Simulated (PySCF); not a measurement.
# Calculated properties of `CS[Si@@H]1CC[SiH2]N1`

Species: C3H11NSSi2.
Z-matrix (Å and degrees, PBE0-D3(BJ)/def2-SVP geometry), rows numbered from 1:
```
C 
S   1  1.8219
Si  2  2.1472  1  100.96
C   3  1.8917  2  115.39  1   -94.36
C   4  1.5413  3  108.66  2  -142.91
Si  5  1.8932  4  107.92  3    35.22
N   3  1.7354  2  109.21  1   155.50
H   1  1.0989  2  111.69  3    74.43
H   1  1.0982  2  106.84  3  -166.93
H   1  1.0995  2  111.30  3   -48.36
H   3  1.5012  2  105.35  1    31.14
H   4  1.1039  3  105.89  2   -24.17
H   4  1.1022  3  112.80  2    91.81
H   5  1.1020  4  112.18  3   160.17
H   5  1.1037  4  110.31  3   -81.41
H   6  1.4972  5  112.95  4  -147.69
H   6  1.4994  5  112.87  4    90.71
H   7  1.0140  3  121.74  2   -50.37
```

Among its groups: Si–H bond and C–Si bond.

From PBE0-D3(BJ)/def2-SVP geometry optimisation, gas phase (PySCF):

- Point group: C1
- Rotational constants A, B, C: 3.483, 0.806, 0.718 GHz

From CAM-B3LYP/def2-SVPD ground state, ΔSCF and vertical TDDFT (core frozen in the response) (PySCF):

* Dipole moment: 1.44 D
* HOMO energy: -8.00 eV
* LUMO energy: 0.91 eV
* HOMO–LUMO gap: 8.91 eV
* Lowest singlet excitation: 5.54 eV (224 nm, f = 0.002)
* Strongest line among the 10 lowest singlet transitions: S10 at 7.51 eV (165 nm, f = 0.069)
* Lowest triplet excitation (Tamm–Dancoff): 5.19 eV
* Static isotropic polarisability: 114.2 au
* Vertical ionisation energy: 8.71 eV
* Electronic spatial extent ⟨r²⟩ about the centre of nuclear charge: 1665 bohr²

PBE0/pcSseg-1 ground state and GIAO shieldings, non-relativistic (PySCF):

- Lowest Hirshfeld atomic charge: -0.32 e on N7
- Highest Hirshfeld atomic charge: +0.37 e on Si6
- 13C chemical shifts (computed TMS as zero) by class: 13.4 (C4), 13.1 (C1), 6.3 (C5) ppm
- 1H chemical shifts (computed TMS as zero) by class: 5.37 (H11), 4.84 (H17), 4.82 (H16), 1.84 (H8/H9/H10), 1.27 (H13), 1.11 (H14), 0.95 (H15), 0.77 (H12), 0.32 (H18) ppm
- Isotropic shieldings of nuclei other than C and H, by class: 239 (N7), 330 (Si3), 374 (Si6), 671 (S2) ppm
- Mayer bond orders between heavy atoms: C1–S2 0.99, S2–Si3 0.96, Si3–C4 0.91, C4–C5 1.02, C5–Si6 0.92, Si6–N7 0.95, N7–Si3 0.99

Monoisotopic mass from the formula: 149.0151 u.

The vertical singlet–triplet gap S1 − T1 is 0.35 eV (TDDFT singlet less Tamm–Dancoff triplet; S1: HOMO→LUMO, weight 0.74; T1: HOMO→LUMO, weight 0.65). The 10 singlets span 5.54 to 7.51 eV, and their oscillator strengths add up to 0.24. The principal polarisabilities are 96.5, 104.5 and 141.4 au; their mean is the isotropic value. S1 lies 3.37 eV below the HOMO–LUMO gap; its leading configuration is HOMO→LUMO, weight 0.74. The polarisability is 16.92 Å³ as a volume (1 au = 0.148185 Å³), or 1.43 au for each of the 80 electrons. The ΔSCF ionisation energy exceeds −ε(HOMO) by 0.71 eV with CAM-B3LYP. The rotational constants make it an asymmetric top with κ = (2B − A − C)/(A − C) = -0.94, nearer the prolate limit (−1). A dipole of 1.44 D is allowed in C1, and pure rotational transitions are dipole-allowed.

One conformer stands for the species.
